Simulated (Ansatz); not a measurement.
Computed with Ansatz on PBE0-D4/def2-TZVP structures; ΔE is electronic, products minus reactants. CCSD(T)/CBS adds triple-zeta CCSD(T) − MP2 to the extrapolated MP2 energy (def2 sets, frozen cores). Functionals use def2-TZVPP. Each species was taken in one conformer, which may not be the lowest.

Reaction (substitution at a C–C bond): `CCCCCCS` + `CBCO` → `CBCOC` + `CCCCCS`

`CCCCCCS`:

```xyz
21

C    -2.001    1.403    2.114
C    -1.324    0.359    1.243
C     0.132    0.691    0.953
C     0.878   -0.366    0.151
C     0.347   -0.566   -1.258
C     1.167   -1.535   -2.093
S     2.861   -0.996   -2.456
H    -1.985    2.385    1.633
H    -3.044    1.148    2.313
H    -1.493    1.501    3.077
H    -1.879    0.257    0.304
H    -1.377   -0.621    1.733
H     0.184    1.651    0.424
H     0.652    0.845    1.905
H     1.935   -0.092    0.088
H     0.840   -1.323    0.687
H     0.297    0.401   -1.774
H    -0.680   -0.947   -1.223
H     0.667   -1.764   -3.035
H     1.295   -2.482   -1.561
H     2.529    0.052   -3.227
```

`CBCO`:

Z-matrix (Å, degrees):
```
C
B 1 1.556
H 1 1.097 2 109.8
H 1 1.092 2 115.2 3 122.9
H 1 1.097 2 109.6 3 -114.4
C 2 1.553 1 122.1 3 -123.2
H 2 1.207 1 119.1 3 56.9
O 6 1.414 2 118.7 1 -179.9
H 6 1.104 2 107.4 1 -55.3
H 6 1.104 2 107.4 1 55.6
H 8 0.959 6 107.8 2 0.1
```

`CBCOC`:

```xyz
14

C    -0.586   -1.135    1.828
B     0.680   -0.466    1.234
C     0.705    0.268   -0.140
O    -0.518    0.246   -0.831
C    -0.456    0.907   -2.062
H    -1.030   -0.377    2.494
H    -0.376   -1.997    2.464
H    -1.347   -1.378    1.085
H     1.714   -0.448    1.849
H     1.046    1.309    0.026
H     1.513   -0.181   -0.750
H    -1.440    0.839   -2.527
H     0.287    0.446   -2.731
H    -0.193    1.967   -1.939
```

`CCCCCS`:

```xyz
18

C    -0.952    1.350    1.976
C    -0.607    0.960    0.550
C    -0.412   -0.538    0.387
C    -0.174   -0.989   -1.046
C     1.051   -0.394   -1.724
S     2.625   -0.699   -0.875
H    -1.879    0.870    2.303
H    -0.162    1.043    2.667
H    -1.082    2.430    2.079
H    -1.399    1.301   -0.129
H     0.304    1.487    0.246
H     0.428   -0.861    1.011
H    -1.299   -1.057    0.769
H    -0.097   -2.081   -1.075
H    -1.047   -0.729   -1.659
H     1.130   -0.750   -2.752
H     0.982    0.695   -1.772
H     2.591   -2.039   -0.956
```

```
             level  ΔE (kcal/mol)
            PBE-D4            7.2
           ωB97X-V            6.8
            B2PLYP            6.7
               PBE            7.3
    MP2/def2-TZVPP            8.0
CCSD(T)/def2-TZVPP            7.4
    MP2/def2-QZVPP            8.5
    CCSD/CBS(def2)            8.3
```

(1) What does CCSD(T)/CBS give? (Estimate.)

Largest T1 diagnostic among the species: 0.010.

Answers

(1) The calculation gave: +8.3 kcal/mol. The listed levels differ from it by -1.1, -1.5, -1.6, -1.0, -0.3, -0.9, 0.2, 0.0 kcal/mol.

In def2-TZVPP, CCSD(T) changes the Hartree–Fock value by +1.7 kcal/mol (the triples alone add −0.0 kcal/mol) and MP2 by +2.3 kcal/mol.

CCSD(T)/CBS has its own doubt, a few kJ/mol and more with outer-core shells, so smaller differences from it don't rank the levels.
